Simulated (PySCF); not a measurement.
**Correlation energy of Li⁺ (lithium, charge +1)**

1s2, closed-shell 1S. Computed with PySCF 2.14 in cc-pVTZ-DK, with the spin-free X2C one-electron Hamiltonian (Gaussian nucleus). Frozen: nothing; 2 electrons correlated.

Total MP2 correlation energy: -10.89 mhartree.

Same-spin part 0.00 and opposite-spin part -10.89 mhartree; SCS-MP2 scales them by 1/3 and 6/5 to -13.07 mhartree.

With two correlated electrons CCSD is exact within the correlated space (frozen core and kept virtual orbitals).

```json
{"level": "CCSD", "correlation energy (mhartree)": "-12.99"}
```

Diagnostics: T1 = 0.0017, D1 = 0.0024, largest double amplitude 0.034.

Cost of the coupled-cluster step: 0.03 s of wall time on 1 thread of INTEL(R) XEON(R) PLATINUM 8581C CPU @ 2.30GHz (shared host), for 2 correlated electrons.
